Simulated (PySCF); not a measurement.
H$_{4}$Al (SMILES [AlH4-]), charge -1, singlet, geometry from GFN2-xTB (such geometries of metal compounds can be far from the true shape); PySCF with CCSD(T)/aug-cc-pVDZ.

PySCF was given this input:
```python
from pyscf import gto, scf, cc

mol = gto.M(
    atom='''
Al    0.000000    0.000000    0.000000
H     1.189264   -0.207851    1.091787
H    -1.184882    0.904432    0.653920
H    -0.599867   -1.450317   -0.431617
H     0.595484    0.753737   -1.314090
''',
    basis='aug-cc-pvdz',
    charge=-1,
    spin=0,
    verbose=4,
)

mf = scf.RHF(mol)
mf.kernel()

mycc = cc.CCSD(mf)
mycc.kernel()
et = mycc.ccsd_t()
print('E(CCSD(T)) = %.10f' % (mycc.e_tot + et))
```

What the program printed (banner, timings and long lists left out):

```
PySCF version 2.14.0

[INPUT] verbose = 4
[INPUT] num. atoms = 5
[INPUT] num. electrons = 18
[INPUT] charge = -1
[INPUT] spin (= nelec alpha-beta = 2S) = 0
[INPUT] symmetry False subgroup None
[INPUT] Mole.unit = angstrom
[INPUT] Symbol           X                Y                Z      unit          X                Y                Z       unit  Magmom
[INPUT]  1 Al     0.000000000000   0.000000000000   0.000000000000 AA    0.000000000000   0.000000000000   0.000000000000 Bohr   0.0
[INPUT]  2 H      1.189264000000  -0.207851000000   1.091787000000 AA    2.247383249805  -0.392781464717   2.063178416361 Bohr   0.0
[INPUT]  3 H     -1.184882000000   0.904432000000   0.653920000000 AA   -2.239102469927   1.709128778293   1.235729707376 Bohr   0.0
[INPUT]  4 H     -0.599867000000  -1.450317000000  -0.431617000000 AA   -1.133584341164  -2.740701923801  -0.815637920706 Bohr   0.0
[INPUT]  5 H      0.595484000000   0.753737000000  -1.314090000000 AA    1.125301671561   1.424356499951  -2.483270203030 Bohr   0.0

nuclear repulsion = 18.0996061409685
number of shells = 28
number of NR pGTOs = 94
number of NR cGTOs = 63
basis = aug-cc-pvdz
ecp = {}

******** <class 'pyscf.scf.hf.RHF'> ********
method = RHF
initial guess = minao
damping factor = 0
level_shift factor = 0
DIIS = <class 'pyscf.scf.diis.CDIIS'>
diis_start_cycle = 1
diis_space = 8
diis_damp = 0
SCF conv_tol = 1e-09
SCF conv_tol_grad = None
SCF max_cycles = 50
direct_scf = True
direct_scf_tol = 1e-13
Set gradient conv threshold to 3.16228e-05
Initial guess from minao.
init E= -243.698665346254
  HOMO = -0.317857975643894  LUMO = 0.0323604448966497  gap/eV = 9.52993
cycle= 1 E= -244.215879966255  delta_E= -0.517  |g|= 0.167  |ddm|= 1.12
  HOMO = -0.174803660459805  LUMO = 0.130482711626838  gap/eV = 8.30727
cycle= 2 E= -244.232704981169  delta_E= -0.0168  |g|= 0.0387  |ddm|= 0.295
  HOMO = -0.199114047500546  LUMO = 0.130168418727777  gap/eV = 8.96023
cycle= 3 E= -244.233618764676  delta_E= -0.000914  |g|= 0.00489  |ddm|= 0.122
  HOMO = -0.197090677770502  LUMO = 0.130174651890673  gap/eV = 8.90534
cycle= 4 E= -244.233639174845  delta_E= -2.04e-05  |g|= 0.000791  |ddm|= 0.0316
  HOMO = -0.197126678209006  LUMO = 0.130168887224755  gap/eV = 8.90617
cycle= 5 E= -244.23363986299  delta_E= -6.88e-07  |g|= 0.000141  |ddm|= 0.00781
  HOMO = -0.197143136348768  LUMO = 0.130167775187779  gap/eV = 8.90658
cycle= 6 E= -244.233639888571  delta_E= -2.56e-08  |g|= 2.26e-05  |ddm|= 0.00143
  HOMO = -0.1971426174792  LUMO = 0.130167689455112  gap/eV = 8.90657
cycle= 7 E= -244.233639889147  delta_E= -5.76e-10  |g|= 1.66e-06  |ddm|= 0.000113
  HOMO = -0.197142849575525  LUMO = 0.130167688177548  gap/eV = 8.90657
Extra cycle  E= -244.233639889149  delta_E= -2.05e-12  |g|= 4.78e-07  |ddm|= 7.93e-06
converged SCF energy = -244.233639889149

******** <class 'pyscf.cc.ccsd.CCSD'> ********
CC2 = 0
CCSD nocc = 9, nmo = 63
max_cycle = 50
direct = 0
conv_tol = 1e-07
conv_tol_normt = 1e-05
diis_space = 6
diis_start_cycle = 0
diis_start_energy_diff = 1e+09
Init t2, MP2 energy = -244.355829839845  E_corr(MP2) -0.122189950695234
Init E_corr(CCSD) = -0.122189950695405
cycle = 1  E_corr(CCSD) = -0.146070071826856  dE = -0.0238801211  norm(t1,t2) = 0.0432903
cycle = 2  E_corr(CCSD) = -0.152324559365353  dE = -0.00625448754  norm(t1,t2) = 0.0147221
cycle = 3  E_corr(CCSD) = -0.155095911131666  dE = -0.00277135177  norm(t1,t2) = 0.00603269
cycle = 4  E_corr(CCSD) = -0.155109336959811  dE = -1.34258281e-05  norm(t1,t2) = 0.00147493
cycle = 5  E_corr(CCSD) = -0.155032245295704  dE = 7.70916641e-05  norm(t1,t2) = 0.000621332
cycle = 6  E_corr(CCSD) = -0.155033305503898  dE = -1.06020819e-06  norm(t1,t2) = 0.000133021
cycle = 7  E_corr(CCSD) = -0.155037522350943  dE = -4.21684705e-06  norm(t1,t2) = 4.32715e-05
cycle = 8  E_corr(CCSD) = -0.155037782544066  dE = -2.60193122e-07  norm(t1,t2) = 1.1405e-05
cycle = 9  E_corr(CCSD) = -0.155037675370684  dE = 1.07173382e-07  norm(t1,t2) = 3.89678e-06
cycle = 10  E_corr(CCSD) = -0.155037654430063  dE = 2.09406202e-08  norm(t1,t2) = 1.20702e-06
CCSD converged
E(CCSD) = -244.3886775435793  E_corr = -0.1550376544300635
CCSD(T) correction = -0.00263002336342141
E(CCSD(T)) = -244.3913075669
```
